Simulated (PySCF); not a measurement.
Calculation: PBE-D3(BJ)/def2-TZVP // PBE0-D3(BJ)/def2-TZVP run with PySCF. All species are isolated molecules in the gas phase. 

Reference species (SMILES): `[SiH3][C]Cl` (lower triplet) (neutral, multiplicity 3).

- highest occupied spin orbital: -5.10 eV
- dipole moment: 0.48 D

Changed species: `Cl[C]Cl` (excited triplet) (X = chloro, multiplicity 3; the reference has X = silyl, multiplicity 3).

Question: What does the change do to the highest occupied spin orbital and dipole moment?

Answer: the highest occupied spin orbital increases by 0.47 eV, to -4.63 eV; the dipole moment stays essentially unchanged.
